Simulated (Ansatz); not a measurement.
Cartesian coordinates (Å):
```xyz
12

C     -2.0895     0.2231     0.0806
C     -0.6223     0.3031     0.3168
C      0.3507    -0.3067    -0.3467
Si     2.1670    -0.1422     0.0267
Cl    -0.0060    -1.3713    -1.6972
H     -2.3330    -0.4314    -0.7518
H     -2.4936     1.2164    -0.1255
H     -2.5965    -0.1451     0.9750
H     -0.3035     0.9411     1.1359
H      2.7361    -1.4641     0.3587
H      2.8771     0.4012    -1.1490
H      2.3137     0.7761     1.1766
```
Charge 0, spin multiplicity 1.

The numbers are results of frozen-core CCSD(T)/cc-pVTZ // CAM-B3LYP-D3(BJ)/def2-TZVP (Ansatz, a program for electronic structure), not measurements.

| Property | Value |
|---|---|
| HF energy | -866.16437 Ha |
| MP2 correlation energy | -0.81423 Ha |

**Question.** Estimate the CCSD correlation energy, the (T) correction, the total energy and the T1 diagnostic.

**Answer.** 
```
Quantity                        Result
-----------------------  -------------
CCSD correlation energy    -0.87258 Ha
(T) correction             -0.03832 Ha
CCSD(T) total energy     -867.07527 Ha
T1 diagnostic                    0.011
```
